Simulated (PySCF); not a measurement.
# Working out the ionisation energy of F²⁺

F²⁺ [He] 2s2 2p3 (4S) → F³⁺ [He] 2s2 2p2 (3P). Computed with PySCF 2.14 in aug-cc-pwCVTZ (7s6p4d2f, 59 functions), with no relativity, point nucleus. Frozen: nothing. Energies in hartree (1 hartree = 27.21139 eV):

| part | F²⁺ (lower) | F³⁺ (upper) |
| --- | --- | --- |
| UHF | -97.604672 | -95.317784 |
| MP2 opposite-spin | -0.119679 | -0.113334 |
| MP2 same-spin | -0.037728 | -0.020219 |

Q: What does Hartree-Fock give?

A: (-95.317784) − (-97.604672) = 2.286888 hartree = 62.229 eV.

Q: What do MP2 and SCS-MP2 (6/5 opposite-spin, 1/3 same-spin) give?

A: The opposite-spin parts differ by 0.173 eV and the same-spin parts by 0.476 eV. MP2: 62.229 + (0.173) + (0.476) = 62.878 eV. SCS-MP2: 62.229 + 1.2 × (0.173) + (0.476)/3 = 62.595 eV.

A first-order spin-orbit estimate adds -0.053 eV to MP2 (valence and next inner shell), giving 62.825 eV against 62.708 eV (semi-empirical (NIST evaluation); NIST Atomic Spectra Database, ionization energies).

What remains against the reference includes basis incompleteness and correlation beyond second order.
